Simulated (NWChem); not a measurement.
Si$_{2}$H$_{4}$SF$_{2}$; SMILES F[SiH](F)S[SiH3]

```xyz
9

Si     0.7055     1.8741    -0.1048
S     -1.1473     0.7601     0.1101
Si    -0.3664    -1.1982     0.1013
F      0.9941    -1.2156    -0.7722
F      0.0673    -1.6788     1.5768
H      1.7331     1.3613     0.8431
H      1.2059     1.8013    -1.5045
H      0.3319     3.2738     0.2369
H     -1.3354    -2.1678    -0.4425
```
Atoms are numbered in this order, from 1.

Level: PBE0/def2-SVP (NWChem), optimised geometry, unscaled harmonic frequencies. 

Q: List the harmonic frequencies with IR intensities, and the thermochemistry.

A: 
```csv
frequency (cm⁻¹),IR intensity (km/mol)
25,1.4
107,2.5
133,0.3
217,3.0
281,18.1
356,21.2
487,23.4
544,150.3
626,17.7
639,8.0
800,90.0
836,96.2
872,185.4
929,85.0
938,92.3
947,165.5
965,191.9
2255,52.7
2270,80.2
2272,77.2
2340,97.8
```

- zero-point energy: 26.9 kcal/mol
- thermal correction to the enthalpy at 298.15 K (with zero-point energy): 32.2 kcal/mol
- heat capacity Cv: 24.8 cal/(mol K)
- entropy at 298.15 K and 1 atm (symmetry number 1): 88.6 cal/(mol K)
- dipole moment: 0.96 D

Rigid rotor and harmonic oscillator; modes under 100 cm⁻¹ make the entropy uncertain.
